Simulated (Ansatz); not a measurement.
Geometry optimisation, RKS PBE/def2-SVP in Ansatz.

Input:

```yaml
crystal:
  periodic: [false, false, false]
  atoms:
    - { symbol: Ge, position_ang: [0.238093, -0.160327, 0.231892] }
    - { symbol: Ge, position_ang: [0.149014, -0.005803, 2.634024] }
    - { symbol: H, position_ang: [-0.989481, -0.935436, 3.142344] }
    - { symbol: H, position_ang: [1.496786, -0.499847, 3.218194] }
    - { symbol: H, position_ang: [-0.143419, 1.449072, 3.067679] }
    - { symbol: O, position_ang: [1.923833, -0.512346, -0.221253] }
    - { symbol: H, position_ang: [2.016515, -0.57491, -1.193522] }
    - { symbol: F, position_ang: [-0.237152, 1.264803, -0.673555] }
    - { symbol: F, position_ang: [-0.760246, -1.433001, -0.448474] }
    - { symbol: Br, position_ang: [-3.153325, 0.643819, 1.142986] }
    - { symbol: H, position_ang: [-2.572818, -0.188125, 2.256385] }
basis:
  gaussian: { orbitals: def2-SVP }
hamiltonian:
  xc: pbe
relax:
  f_tol: 0.03
  max_steps: 50
```

Run as:

```bash
$ ansatz run input.yaml --threads 4 --pin off --max-ram 5120MiB --backend cpu --events-out ev --progress --plain --runs-dir out
```

Where does it end, and by what steps?

The forces met the threshold. After 31 steps the energy has fallen by 0.211 eV; H11 moved furthest, 2.09 Å.

| step | energy less start (eV) | largest force component (eV/Å) | accepted |
| --- | --- | --- | --- |
| 0 | 0.0000 | 0.984 | yes |
| 2 | -0.1083 | 0.088 | yes |
| 4 | -0.1312 | 0.093 | yes |
| 6 | -0.1470 | 0.203 | yes |
| 8 | -0.1580 | 0.277 | yes |
| 10 | -0.1700 | 0.235 | yes |
| 12 | -0.1832 | 0.150 | yes |
| 14 | -0.1536 | 1.228 | no |
| 16 | -0.1951 | 0.105 | yes |
| 18 | -0.1999 | 0.136 | yes |
| 20 | -0.2047 | 0.134 | yes |
| 22 | -0.2070 | 0.071 | yes |
| 24 | -0.2086 | 0.084 | yes |
| 26 | -0.2099 | 0.041 | yes |
| 28 | -0.2103 | 0.037 | yes |
| 30 | -0.2106 | 0.078 | yes |
| 31 | -0.2109 | 0.029 | yes |

```xyz
11
Properties=species:S:1:pos:R:3
Ge 0.481 -0.527 0.269
Ge 0.332 -0.279 2.683
H -0.830 -1.161 3.187
H 1.681 -0.766 3.263
H 0.099 1.211 3.008
O 1.874 0.352 -0.400
H 1.912 0.262 -1.373
F -0.945 0.005 -0.625
F 0.606 -2.209 -0.226
Br -3.164 0.893 1.161
H -4.078 1.267 2.210
```

Time of the run: 77 s on 4 threads of Arm Neoverse V2, on a shared host, peak memory 0.26 GiB.
